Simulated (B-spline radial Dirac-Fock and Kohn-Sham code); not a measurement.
## Scattering functions of Ce²³⁺

System: Ce²³⁺, configuration [Ar] 3d10 4s2 4p5.

Input file task.json (cfg lists n, l and occupation; rrms is the nuclear radius in fm):

```json
{"items": [{
  "Z": 58,
  "q": 23,
  "cfg": [[1, 0, 2], [2, 0, 2], [2, 1, 6], [3, 0, 2], [3, 1, 6], [3, 2, 10], [4, 0, 2], [4, 1, 5]],
  "A": 140,
  "rrms": 4.8771,
  "do": ["scatter"],
  "s": [0.0, 0.05, 0.1, 0.15, 0.2, 0.25, 0.3, 0.35, 0.4, 0.45, 0.5, 0.6, 0.7, 0.8, 0.9, 1.0, 1.1, 1.2, 1.4, 1.6, 1.8, 2.0, 2.5, 3.0, 3.5, 4.0, 5.0, 6.0],
  "pz": [0, 0.1, 0.2, 0.3, 0.4, 0.5, 0.6, 0.8, 1.0, 1.2, 1.4, 1.6, 1.8, 2.0, 2.5, 3.0, 4.0, 5.0, 7.0, 10.0, 15.0, 20.0, 30.0, 40.0, 60.0, 100.0],
  "hv_scatter": [5000, 8047.8, 10000, 17479.3, 20000, 200000, 500000, 1000000]
}]}
```

Launch: `python xray_run.py task.json out`

Method: configuration-average Dirac-Fock orbitals. Computed with an atomic code on a B-spline grid. f₀ is the Fourier transform of the spherical electron density, S the Waller-Hartree incoherent function, and s = sin θ/λ. The electron scattering factor follows from the Mott-Bethe formula f_e = 0.023934 Å⁻¹·(Z − f₀)/s².

| s (Å⁻¹) | f₀ | S | f_e (Å) |
| --- | --- | --- | --- |
| 0 | 35.000 | 0.000 | – |
| 0.05 | 34.920 | 0.081 | 220.955 |
| 0.1 | 34.684 | 0.320 | 55.805 |
| 0.15 | 34.296 | 0.706 | 25.215 |
| 0.2 | 33.768 | 1.220 | 14.499 |
| 0.25 | 33.114 | 1.841 | 9.530 |
| 0.3 | 32.349 | 2.544 | 6.822 |
| 0.35 | 31.492 | 3.305 | 5.179 |
| 0.4 | 30.562 | 4.102 | 4.104 |
| 0.45 | 29.578 | 4.917 | 3.359 |
| 0.5 | 28.560 | 5.734 | 2.818 |
| 0.6 | 26.489 | 7.334 | 2.095 |
| 0.7 | 24.466 | 8.850 | 1.638 |
| 0.8 | 22.570 | 10.266 | 1.325 |
| 0.9 | 20.844 | 11.578 | 1.098 |
| 1 | 19.297 | 12.788 | 0.926 |
| 1.1 | 17.915 | 13.899 | 0.793 |
| 1.2 | 16.676 | 14.922 | 0.687 |
| 1.4 | 14.516 | 16.751 | 0.531 |
| 1.6 | 12.649 | 18.372 | 0.424 |
| 1.8 | 11.005 | 19.847 | 0.347 |
| 2 | 9.581 | 21.193 | 0.290 |
| 2.5 | 7.031 | 24.030 | 0.195 |
| 3 | 5.677 | 26.197 | 0.139 |
| 3.5 | 4.936 | 27.846 | 0.104 |
| 4 | 4.389 | 29.123 | 0.080 |
| 5 | 3.379 | 30.929 | 0.052 |
| 6 | 2.521 | 32.062 | 0.037 |

f₀ starts at the number of electrons, 35, and has fallen to half at s ≈ 1.13 Å⁻¹. The sum of ⟨r²⟩ over the electrons is 4.332 bohr². For an ion f_e diverges as s goes to zero, because of the net charge.
